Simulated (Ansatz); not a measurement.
Geometry optimisation, RKS PBE-D4/def2-SVP (Ansatz 0.2.0).

Input:

```yaml
crystal:
  periodic: [false, false, false]
  atoms:
    - { symbol: Ta, position_ang: [-0.113052, 0.166694, -0.050837] }
    - { symbol: F, position_ang: [1.791284, 0.119199, 0.092174] }
    - { symbol: F, position_ang: [-0.247248, 0.288862, 1.835155] }
    - { symbol: F, position_ang: [0.064615, -0.002987, -1.93183] }
    - { symbol: F, position_ang: [-0.927894, 1.83439, -0.24532] }
    - { symbol: F, position_ang: [-1.253065, -1.3083, -0.04922] }
    - { symbol: Br, position_ang: [1.673956, -2.846845, 1.544206] }
    - { symbol: H, position_ang: [2.457004, -1.695813, 0.973172] }
basis:
  gaussian: { orbitals: def2-SVP }
hamiltonian:
  xc: pbe
  dispersion: d4
relax:
  f_tol: 0.03
  max_steps: 50
```

Run as:

```bash
$ ansatz run input.yaml --threads 4 --pin off --max-ram 5120MiB --backend cpu --events-out ev --progress --plain --runs-dir out
```

Question: Where does it end, and by what steps?

Answer: It converged. After 11 steps the energy has fallen by 0.218 eV; Br7 moved furthest, 0.81 Å. Joined: Ta1–Br7 (3.85 → 3.07 Å).

```csv
step,energy less start (eV),largest force component (eV/Å),accepted
0,0.0000,1.043,yes
1,-0.0626,0.174,yes
2,-0.0744,0.061,yes
3,-0.0892,0.453,yes
4,-0.1067,0.662,yes
5,-0.1298,0.503,yes
6,-0.1620,0.563,yes
7,-0.1991,0.373,yes
8,-0.2099,0.312,yes
9,-0.2160,0.071,yes
10,-0.2174,0.040,yes
11,-0.2177,0.019,yes
```

```xyz
8
Properties=species:S:1:pos:R:3
Ta -0.066 0.100 0.065
F 1.764 0.563 0.273
F -0.229 0.261 1.948
F 0.386 -0.546 -1.661
F -0.911 1.682 -0.433
F -1.440 -1.197 0.120
Br 1.340 -2.500 0.888
H 2.601 -1.809 0.968
```

Whether the end is a true minimum wasn't checked by a vibrational analysis.

The run took 17 s on 4 threads of Intel(R) Xeon(R) 6975P-C (Granite Rapids), on a shared host, peak memory 0.23 GiB.
